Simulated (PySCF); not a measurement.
**Two-component Hartree-Fock for Nb(39+) (niobium, charge +39)**

Start: 1s2. Calculated with PySCF 2.14 in an even-tempered Gaussian basis (17 s from 7.7 bohr⁻², ratio 2.6; 12 p from 10 bohr⁻², ratio 2.6; 6 d from 10 bohr⁻², ratio 2.8; 3 f from 450 bohr⁻², ratio 2.8): generalised Hartree-Fock with the X2C-1e Hamiltonian and a Gaussian nucleus; spin-orbit coupling (SO) screened by Boettger's factors.

| spinor shell | electrons | ε, screened SO (eV) | weight of nominal j (screened SO) | rms radius, screened SO (bohr) |
| --- | --- | --- | --- | --- |
| 1s1/2 | 2 | -22677.7 | 1.000 | 0.0411 |

| quantity | screened SO |
| --- | --- |
| E (hartree) | -1693.50200 |
| M_J | 0 |
| ⟨J²⟩ | 0.000 |
| ⟨L²⟩ | 0.000 |
| ⟨S²⟩ | 0.000 |

Breit and QED terms are absent; they matter most for the inner s and p1/2 levels.

Densities and radii are taken from the X2C orbitals without a picture-change correction, which distorts them close to the nucleus.
